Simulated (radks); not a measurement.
The numbers below are computed, except where a source is named.
Task: The mean radii <r> (bohr) of the occupied orbitals of an atom or ion are listed with their occupations. Code: a radial shooting solver on a logarithmic mesh with Libxc functionals. Model: Dirac Kohn-Sham, LDA (Slater exchange, Perdew-Wang correlation), spin-unpolarised, spherical densities, finite nucleus; Fermi nuclear charge, rms radius of each element as measured or else 0.836 A^(1/3) + 0.57 fm.

orbital      occ.      <r>
1s1/2           2  0.03613
2s1/2           2   0.1579
2p1/2           2   0.1347
2p3/2           4   0.1392
3s1/2           2   0.4439
3p1/2           2   0.4391
3p3/2           4   0.4497
3d3/2           4   0.4311
3d5/2           6   0.4346
4s1/2           2    1.147
4p1/2           2    1.256
4p3/2           4    1.285
4d3/2         0.8    1.758
4d5/2         1.2    1.772
5p1/2    0.333333    3.423
5p3/2    0.666667    3.484

Name the element and its charge. Open shells, if any, are shared by 2j + 1.

Result: Z = 41, niobium, charge +2: Nb2+ in [Kr] 4d2 5p1. The 1s radius gives Z: for a bare nucleus <r> = (2 gamma + 1)/(2Z) with gamma = sqrt(1 - (Z/c)^2), 0.03547 bohr for Z = 41, and screening makes it slightly larger (0.03613 here). The occupations add up to 39, and the charge is Z minus that.
